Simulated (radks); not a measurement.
Charge is removed step by step from the 2s1/2 level of neutral lithium, starting from [He] 2s1. Calculated with a radial shooting solver on a logarithmic mesh with Libxc functionals: Dirac Kohn-Sham, BLYP, spin-unpolarised, spherical densities, point nucleus.

removed (e) = 0: E - E(0) (eV) 0.000; eigenvalue (eV) -2.754
removed (e) = 0.1: E - E(0) (eV) 0.300; eigenvalue (eV) -3.246
removed (e) = 0.2: E - E(0) (eV) 0.650; eigenvalue (eV) -3.752
removed (e) = 0.3: E - E(0) (eV) 1.051; eigenvalue (eV) -4.268
removed (e) = 0.4: E - E(0) (eV) 1.504; eigenvalue (eV) -4.793
removed (e) = 0.5: E - E(0) (eV) 2.009; eigenvalue (eV) -5.324
removed (e) = 0.6: E - E(0) (eV) 2.569; eigenvalue (eV) -5.858
removed (e) = 0.7: E - E(0) (eV) 3.181; eigenvalue (eV) -6.390
removed (e) = 0.8: E - E(0) (eV) 3.846; eigenvalue (eV) -6.912
removed (e) = 0.9: E - E(0) (eV) 4.563; eigenvalue (eV) -7.406

The mean slope of the eigenvalue, de/dn, is 5.17 eV per electron.
